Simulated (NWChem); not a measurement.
System meant: C$_{2}$Cl$_{3}$ cation

Input file for NWChem:

```
start job
memory heap 200 mb stack 900 mb global 1100 mb
charge 1
geometry units angstroms noautosym nocenter noautoz
  Cl    -0.621609    -2.330780     0.000000
  C     -0.244160    -0.814534     0.000000
  C      0.072637     0.458718     0.000000
  Cl     1.709249     0.880269     0.000000
  Cl    -1.176767     1.596974     0.000000
end
basis spherical
  Cl library def2-svp
  C library def2-svp
end
dft
  xc m06-2x
  iterations 150
end
property
  shielding 4 1 2 3 4
end
task dft property
```

End of the output:

```
 Vector   34  Occ=0.000000D+00  E=-1.605205D-01
              MO Center= -1.7D-01, -5.3D-01,  4.0D-09, r^2= 4.2D+00
   Bfn.  Coefficient  Atom+Function         Bfn.  Coefficient  Atom+Function
  ----- ------------  ---------------      ----- ------------  ---------------
    21      1.202962  2 C  s                 35     -0.831191  3 C  s
    12     -0.742555  1 Cl py                 4     -0.654946  1 Cl s
    34     -0.553127  3 C  s                 57     -0.442582  4 Cl px
    75      0.363511  5 Cl px                20      0.330598  2 C  s
    26     -0.323688  2 C  py                50      0.321984  4 Cl s

 center of mass
 --------------
 x =  -0.07586292 y =   0.01248784 z =   0.00000000

 moments of inertia (a.u.)
 ------------------
        1131.059421642935        -144.210006211914           0.000000000000
        -144.210006211914         588.045815448679           0.000000000000
           0.000000000000           0.000000000000        1719.105237091615

     Multipole analysis of the density
     ---------------------------------

     L   x y z        total         alpha         beta         nuclear
     -   - - -        -----         -----         ----         -------
     0   0 0 0      1.000000    -31.000000    -31.000000     63.000000

     1   1 0 0     -0.398449      2.204787      2.204787     -4.808024
     1   0 1 0     -1.285268     -0.978037     -0.978037      0.670805
     1   0 0 1     -0.000000     -0.000000     -0.000000      0.000000

     2   2 0 0    -28.023015   -157.149442   -157.149442    286.275868
     2   1 1 0      2.206296    -33.989716    -33.989716     70.185728
     2   1 0 1      0.000000      0.000000      0.000000      0.000000
     2   0 2 0    -20.148548   -285.269096   -285.269096    550.389644
     2   0 1 1      0.000000      0.000000      0.000000      0.000000
     2   0 0 2    -34.169911    -17.084956    -17.084956      0.000000

          -----------------------------------------
          Chemical Shielding Tensors (GIAO, in ppm)
          -----------------------------------------

 ------------------------------------------------------------------------
  xm06: d2 not coded                    0
 ------------------------------------------------------------------------
 ------------------------------------------------------------------------
  current input line :
    22: task dft property
 ------------------------------------------------------------------------
 ------------------------------------------------------------------------
 This error has not yet been assigned to a category
 ------------------------------------------------------------------------
 For more information see the NWChem manual at https://nwchemgit.github.io

0: xm06: d2 not coded:Received an Error in Communication
```

Problem. Can this run be used? If not, why, and what is the fix?

Solution. The program stopped with an error. Cause: this functional's second derivatives, which shieldings need, aren't coded here; the fix takes a hybrid GGA instead. This input runs:
```
start job
memory heap 200 mb stack 900 mb global 1100 mb
charge 1
geometry units angstroms noautosym nocenter noautoz
  Cl    -0.621609    -2.330780     0.000000
  C     -0.244160    -0.814534     0.000000
  C      0.072637     0.458718     0.000000
  Cl     1.709249     0.880269     0.000000
  Cl    -1.176767     1.596974     0.000000
end
basis spherical
  Cl library def2-svp
  C library def2-svp
end
dft
  xc pbe0
  iterations 150
end
property
  shielding 4 1 2 3 4
end
task dft property
```
It converges to -1455.33697 Ha (PBE0/def2-SVP, GIAO).
